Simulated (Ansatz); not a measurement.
`[CH3][Zn][NH2]` + `O[SiH3]` → `[NH2][Zn][O][SiH3]` + CH₄  (ligand exchange at a Zn–C bond)

Calculated with Ansatz (gas phase, PBE0-D4/def2-TZVP geometries, no zero-point term in ΔE). CCSD(T)/CBS adds triple-zeta CCSD(T) − MP2 to the extrapolated MP2 energy (def2 sets, frozen cores). This one scheme is used for every species. DFT in def2-TZVPP. B3LYP here is the variant with VWN-RPA as its local correlation; programs differ in this. HSE06 is defined as in plane-wave codes. For Zn outer-core shells are correlated without core-valence functions, which leaves a few kJ/mol of doubt a bond. Scalar relativity is left out up to krypton. One conformer a species, not always the lowest.

Is it downhill or uphill in electronic energy at CCSD(T)/CBS, and by how much? (Best estimate.)

Computed: Downhill: ΔE = -19.9 kcal/mol.

What do these levels give: r2SCAN-D4, r2SCAN0-D4, HSE06-D4, B3LYP, CCSD/def2-TZVPP, CCSD/CBS(def2)? (An estimate is asked.)

Computed: r2SCAN-D4 -19.3, r2SCAN0-D4 -19.4, HSE06-D4 -17.8, B3LYP -19.1, CCSD/def2-TZVPP -20.4, CCSD/CBS(def2) -20.3 kcal/mol.

Largest T1 diagnostic among the species: 0.015.

From PBE to PBE0 (25 % exact exchange), in def2-TZVPP and without D4, ΔE moves by −1.0 kcal/mol. In def2-TZVPP, CCSD(T) changes the Hartree–Fock value by +4.0 kcal/mol (the triples alone add +0.5 kcal/mol) and MP2 by +4.3 kcal/mol.
